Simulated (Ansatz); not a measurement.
Ansatz (a first-principles code) input (B3LYP-D3(BJ)/def2-TZVP):

Ansatz 0.2 input:
```yaml
crystal:
  periodic: [false, false, false]
  atoms:
    - {symbol: Si, position_ang: [0.40669621, -0.12496148, 0.31690306]}
    - {symbol: C, position_ang: [1.99566515, -0.27672669, -0.51092730]}
    - {symbol: C, position_ang: [-1.17124497, -1.26848036, 0.11410888]}
    - {symbol: C, position_ang: [-0.34586246, 1.61872094, 0.06312275]}
    - {symbol: H, position_ang: [0.54786393, -0.23138913, 1.82424722]}
    - {symbol: H, position_ang: [2.42250409, -1.28519712, -0.55160030]}
    - {symbol: H, position_ang: [2.08371320, 0.18724584, -1.49856957]}
    - {symbol: H, position_ang: [-0.87841387, -2.30869305, 0.27055477]}
    - {symbol: H, position_ang: [-1.59186666, -1.20938376, -0.89188349]}
    - {symbol: H, position_ang: [-1.98134701, -1.05698066, 0.81597684]}
    - {symbol: H, position_ang: [-0.65070671, 1.77696087, -0.96971028]}
    - {symbol: H, position_ang: [-1.21652016, 1.79919258, 0.69248957]}
    - {symbol: H, position_ang: [0.39458510, 2.37772363, 0.30117754]}
basis:
  gaussian:
    orbitals: def2-TZVP
hamiltonian:
  xc: b3lyp
  dispersion: d3bj
total_charge: -1
relax: {f_tol: 0.002, max_steps: 150}
```

End of the output:

```
0.94 GiB of device memory are held for the factors and their scratch space
mean field: 0.78 GiB planned
mean field -11137.70189597 eV, -409.3029952713 hartree, gradient 1.4e-5 eV, S^2 0.000000; 0 other end points of the search recorded, 0 dependent functions left out
the calculation of the forces begins
reference -11137.70219808 eV, -409.3030063738 hartree; 21, 21 occupied and 163, 163 virtual orbitals, 1197 factors
relax step  15: F+E_penalty+E_count = -11138.15083205 eV  Δ(F+E_penalty+E_count) = -6.544e-7 eV  max|allowed force component| = 7.685e-4 eV/Å  Δτ_max = 0.0005 Å  (21 SCF iters, accepted)
integrals: 0.10 GiB planned
1197 factors; their error is unknown
0.26 GiB of the device are held for the grids
0.94 GiB of device memory are held for the factors and their scratch space
mean field: 0.78 GiB planned
mean field evaluation 128: about -11137.7017 eV, gradient 3.4e-1 eV
mean field -11137.70189597 eV, -409.3029952713 hartree, gradient 1.3e-5 eV, S^2 0.000000; 1 other end points of the search recorded, 0 dependent functions left out
the calculation of the forces begins
reference -11137.70219808 eV, -409.3030063738 hartree; 21, 21 occupied and 163, 163 virtual orbitals, 1197 factors
Total energy: -11138.15113416 eV, -409.3195044706 hartree
Atom 0 at     0.411853    -0.112832     0.331926 Å, force    -0.000768     0.000346     0.000483 eV/Å
Atom 1 at     1.892590    -0.329650    -0.608785 Å, force     0.000192     0.000291    -0.000310 eV/Å
Atom 2 at    -1.153352    -1.235213     0.097601 Å, force     0.000385     0.000369    -0.000372 eV/Å
Atom 3 at    -0.360319     1.627973     0.106120 Å, force     0.000170    -0.000108     0.000009 eV/Å
Atom 4 at     0.652234    -0.283185     1.817468 Å, force     0.000365    -0.000139     0.000388 eV/Å
Atom 5 at     2.595757    -1.118429    -0.343710 Å, force     0.000002    -0.000301     0.000063 eV/Å
Atom 6 at     1.901930    -0.087763    -1.672447 Å, force     0.000001    -0.000012    -0.000032 eV/Å
Atom 7 at    -0.886791    -2.285369     0.252872 Å, force    -0.000032    -0.000077    -0.000008 eV/Å
Atom 8 at    -1.536984    -1.145706    -0.925585 Å, force    -0.000202    -0.000226    -0.000075 eV/Å
Atom 9 at    -1.968417    -0.983597     0.790718 Å, force     0.000055     0.000032     0.000026 eV/Å
Atom 10 at    -0.545825     1.809908    -0.958490 Å, force    -0.000042    -0.000058    -0.000016 eV/Å
Atom 11 at    -1.314198     1.739554     0.633249 Å, force     0.000006     0.000104    -0.000078 eV/Å
Atom 12 at     0.326587     2.402341     0.454953 Å, force    -0.000131    -0.000219    -0.000078 eV/Å
Dipole moment:    -0.817939     0.116144     0.092213 e Å
```

It need not be the lowest isomer of its formula. Whether it binds its extra electron was not tested at this geometry.
